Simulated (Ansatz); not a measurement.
Total energies of `CCC(C)(CC(C)(CC(C)(C)C(=O)OCc1ccccc1)C(=O)OC(C)(C)C)C(=O)OCC1CO1` from Ansatz at PBE0-D4/def2-SVP, gas phase (1 Eh = 27.2114 eV = 2625.5 kJ/mol). The reference geometry is relaxed at PBE-D4/def2-SVP.

```tsv
state	geometry	energy (Eh)
charge 0 singlet	reference	-1615.90349
charge 1 doublet	reference	-1615.58949
charge 1 doublet	relaxed at PBE-D4/def2-SVP	-1615.59775
charge -1 doublet	reference	-1615.87303
charge -1 doublet	relaxed at PBE-D4/def2-SVP	-1615.87681
free C atom (triplet)	–	-37.76066
free O atom (triplet)	–	-74.92490
free H atom (doublet)	–	-0.50029
```

Single mean-field runs in def2-SVP are fitted with def2-universal-jkfit.

Question: Work out the vertical ionisation energy to the doublet.

Answer: E(charge 1 doublet) − E(charge 0 singlet) = -1615.58949 − (-1615.90349) = 0.31400 Eh = 8.54 eV. For comparison, −ε of the highest occupied level is 7.22 eV at this level, 1.32 eV less.

Question: Work out the vertical electron affinity, to the doublet.

Answer: E(charge 0 singlet) − E(charge -1 doublet) = -1615.90349 − (-1615.87303) = -0.03046 Eh = -0.83 eV; negative, so the extra electron isn't bound. The basis lacks diffuse functions, which makes affinities too small.

Question: Give the fundamental gap IE − EA, the Mulliken electronegativity (IE + EA)/2 and the hardness (IE − EA)/2.

Answer: From the values in Eh: IE − EA = 0.31400 − (-0.03046) = 0.34446 Eh = 9.37 eV; (IE + EA)/2 = 3.86 eV; (IE − EA)/2 = 4.69 eV. The HOMO–LUMO gap of the same run is 6.74 eV, 2.63 eV smaller than the fundamental gap.

Question: How much does the charge 1 doublet relax, and what is the adiabatic ionisation energy?

Answer: Relaxation: -1615.58949 − (-1615.59775) = 0.00826 Eh = 0.22 eV. Adiabatic ionisation energy: 0.30574 Eh = 8.32 eV, without zero-point energy. 

Question: How much does the charge -1 doublet relax, and what is the adiabatic electron affinity?

Answer: Relaxation: -1615.87303 − (-1615.87681) = 0.00378 Eh = 0.10 eV. Adiabatic electron affinity: -0.02668 Eh = -0.73 eV, without zero-point energy. 

Question: What is the binding energy per atom against free atoms?

Answer: Atoms: 28 × (-37.76066) + 7 × (-74.92490) + 42 × (-0.50029) = -1602.78496 Eh. Binding: -1602.78496 − (-1615.90349) = 13.11853 Eh = 356.97 eV, or 4.64 eV for each of 77 atoms (no zero-point energy, no counterpoise term).

At PBE0-D4/def2-SVP the highest occupied level of the charge -1 doublet lies above zero (up to 2.04 eV). By energy differences it is unbound by 0.83 eV (vertical, to the charge 0 singlet, at PBE0-D4/def2-SVP) and held by the finite basis. At PBE0-D4/def2-SVP the highest occupied level of the relaxed charge -1 doublet lies above zero (up to 1.60 eV). By energy differences, losing it releases 0.73 eV (each at its own geometry, to the charge 0 singlet, at PBE0-D4/def2-SVP).
